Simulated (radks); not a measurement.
W IV, 71 electrons, occupied as [Xe] 4f14 5d3 (the NIST ground configuration). Method: Dirac Kohn-Sham, BP86, spin-unpolarised, spherical densities, point nucleus; open shells are shared between the two j in proportion to 2j + 1; computed with a radial shooting solver on a logarithmic mesh with Libxc functionals.

Radial electron density D(r) = 4 pi r^2 rho(r):

```
   r/bohr * D(r) (the largest magnitude, 135, reaches the edge; | marks zero)
 0.001049 |  *
 0.001211 |   *
 0.001399 |    *
 0.001615 |      *
 0.001866 |       *
 0.002155 |         *
 0.002488 |           *
 0.002874 |             *
 0.003319 |                *
 0.003833 |                   *
 0.004426 |                       *
 0.005112 |                          *
 0.005904 |                              *
 0.006818 |                                 *
 0.007874 |                                     *
 0.009094 |                                       *
   0.0105 |                                         *
  0.01213 |                                          *
  0.01401 |                                          *
  0.01618 |                                        *
  0.01868 |                                       *
  0.02158 |                                     *
  0.02492 |                                     *
  0.02878 |                                      *
  0.03324 |                                         *
  0.03838 |                                             *
  0.04433 |                                                  *
  0.05119 |                                                     *
  0.05912 |                                                      *
  0.06828 |                                                   *
  0.07885 |                                               *
  0.09107 |                                           *
   0.1052 |                                          *
   0.1215 |                                            *
   0.1403 |                                                *
    0.162 |                                                 *
   0.1871 |                                             *
   0.2161 |                                     *
   0.2495 |                             *
   0.2882 |                         *
   0.3328 |                          *
   0.3844 |                             *
   0.4439 |                              *
   0.5127 |                          *
   0.5921 |                   *
   0.6838 |             *
   0.7897 |         *
    0.912 |       *
    1.053 |      *
    1.216 |    *
    1.405 |   *
    1.622 | *
    1.874 |*
    2.164 |*
    2.499 *
    2.886 *
    3.333 *
    3.849 *
    4.445 *
    5.134 *
    5.929 *
```

D(r) has 4 maxima, at r = 0.0125, 0.0564, 0.157, 0.416 bohr, and minima at 0.0243, 0.102, 0.295 bohr, inside which lie 2.01, 11.12, 29.89 electrons.
